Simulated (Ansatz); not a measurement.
Input for Ansatz (a quantum-chemistry and plane-wave program): R-r2SCAN/def2-TZVPP on HIZn (SMILES [ZnH][I]), atoms moved off the minimum. Elements past Kr take the def2 small-core potentials; no spin–orbit coupling.

Ansatz 0.2 input:
```yaml
crystal:
  periodic: [false, false, false]
  atoms:
    - {symbol: Zn, position_ang: [-0.04322383, 0.01134363, -1.52145834]}
    - {symbol: H, position_ang: [0.03528753, -0.04245842, -3.10063573]}
    - {symbol: I, position_ang: [0.05082632, -0.01986825, 0.84855712]}
basis:
  gaussian:
    orbitals: def2-TZVPP
hamiltonian:
  xc: {name: r2SCAN}
scf: {lower_state_search: off}
output: {forces: true}
```

Program output:

```
WARN ansatz: RAYON_NUM_THREADS=1 ignored (pool sized by the plan → 1); use --threads N
Functional definition: r2SCAN
these checks for a lower state are left out or cut short: stability, starts, cluster_reference, orbital_swaps, neighbouring_geometries, increment
integrals: 0.05 GiB planned
925 factors; their error is unknown
mean field: 0.37 GiB planned
mean field evaluation 1: about -56539.0125 eV, gradient 4.5e1 eV
mean field evaluation 2: about -56532.8309 eV, gradient 1.0e2 eV
mean field evaluation 4: about -56541.2002 eV, gradient 1.9e0 eV
mean field evaluation 8: about -56541.2049 eV, gradient 2.7e-2 eV
mean field evaluation 16: about -56541.1912 eV, gradient 6.2e-5 eV
mean field -56541.19122253 eV, -2077.8504524321 hartree, gradient 5.9e-6 eV, S^2 0.000000; 0 other end points of the search recorded, 0 dependent functions left out
the calculation of the forces begins
reference -56541.19123319 eV, -2077.8504528238 hartree; 28, 28 occupied and 100, 100 virtual orbitals, 925 factors
Total energy: -56541.19123319 eV, -2077.8504528238 hartree
Atom 0 at    -0.043224     0.011344    -1.521458 Å, force     0.161570    -0.096272    -1.397235 eV/Å
Atom 1 at     0.035288    -0.042458    -3.100636 Å, force    -0.126840     0.073758     0.863630 eV/Å
Atom 2 at     0.050826    -0.019868     0.848557 Å, force    -0.034731     0.022514     0.533605 eV/Å
Dipole moment:    -0.038863     0.019100    -0.184074 e Å
Checks for a lower state left out: stability, starts, cluster_reference, orbital_swaps, neighbouring_geometries, increment
```

The run converged.

Cost: around 2.8 core-seconds (rough).
